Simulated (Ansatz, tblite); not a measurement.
Cost and result up the ladder for Ge₂C (the lowest singlet isomer of a short search) (3 atoms). Charge 0, multiplicity 1. Geometry: r2SCAN-D4/def2-TZVP.

```xyz
3

Ge    0.371    0.267   -1.528
Ge   -0.001   -0.676    1.444
C    -0.369    0.409    0.084
```

Ansatz on 4 threads of Arm Neoverse V1 on a shared host; xTB runs through tblite on one thread. Times are rough, summed over both states, and most runs start from the orbitals of an earlier one. PBE0-D4/def2-TZVP serves as the yardstick here, not as an exact answer. The other state is a doublet.

The xTB rows come from tblite. Correlated methods freeze 19 core orbitals; core or outer-core shells of Ge are correlated, in sets that lack core-valence functions. The structure comes from a short search, and lower isomers may exist.

Run but left out: MP2/def2-TZVPP (charge +1 doublet: ⟨S²⟩ 0.91, where a pure state has 0.75).

Correlated methods converge slowly with the basis.

Raw xTB energies of ions are shifted by several eV.

```tsv
level	functions	wall time	vertical IE (eV)	difference from PBE0-D4/def2-TZVP (eV)	remarks
GFN1-xTB	22	0.004 s	12.61	3.73	–
GFN2-xTB	22	0.004 s	13.06	4.18	–
PBE-D4/def2-TZVP	127	4.9 s	8.78	-0.10	–
PBE0-D4/def2-TZVP	127	14 s	8.88	0.00	–
CCSD(T)/def2-TZVPP	127	20 s	9.05	0.17	spin-contaminated (⟨S²⟩ 0.91) (+1 doublet)
```
